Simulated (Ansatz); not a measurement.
Consider the isomerisation: `B[Si](O)(F)Cl` → `O[SiH2]B(F)Cl`.

Computed with Ansatz on PBE0-D4/def2-TZVP structures; ΔE is electronic, products minus reactants. CCSD(T)/CBS adds triple-zeta CCSD(T) − MP2 to the extrapolated MP2 energy (def2 sets, frozen cores). DFT in def2-TZVPP. Each species was taken in one conformer, which may not be the lowest.

`B[Si](O)(F)Cl`:

Z-matrix (Å, degrees):
```
Si
O 1 1.624
F 1 1.594 2 108.7
B 1 1.994 2 112.3 3 128.0
Cl 1 2.059 2 111.3 3 -115.6
H 2 0.960 1 119.5 3 51.1
H 4 1.193 1 120.7 2 -150.9
H 4 1.193 1 120.1 2 33.8
```

`O[SiH2]B(F)Cl`:

```xyz
8

O     0.776    1.422    0.785
Si    0.825   -0.096    0.146
B    -1.041   -0.695   -0.390
F    -1.331   -1.924   -0.754
Cl   -2.361    0.474   -0.410
H     0.043    1.979    0.519
H     1.690   -0.158   -1.067
H     1.400   -1.002    1.171
```

```csv
level,ΔE (kJ/mol)
LDA (SPW92),-3.0
CAM-B3LYP-D4,22.2
ωB97X-V,22.8
r2SCANh,20.4
r2SCAN0,23.1
BHLYP,28.7
LC-ωPBE,20.3
HF/def2-QZVPP,41.6
```

Q: What does CCSD(T)/CBS give? (Estimate.)

A: Ansatz gave: +27.6 kJ/mol. The listed levels differ from it by -30.6, -5.4, -4.8, -7.2, -4.5, 1.1, -7.3, 14.0 kJ/mol.

Largest T1 diagnostic among the species: 0.013.

Leaving LDA and LC-ωPBE aside and taking each functional with its dispersion term where it has one, the values, not all of them listed here, spread over 24.3 kJ/mol, from PBE-D4 to BHLYP-D4. LDA lies −8.0 kJ/mol from PBE without D4. From PBE to PBE0 (25 % exact exchange), in def2-TZVPP and without D4, ΔE moves by +9.3 kJ/mol.
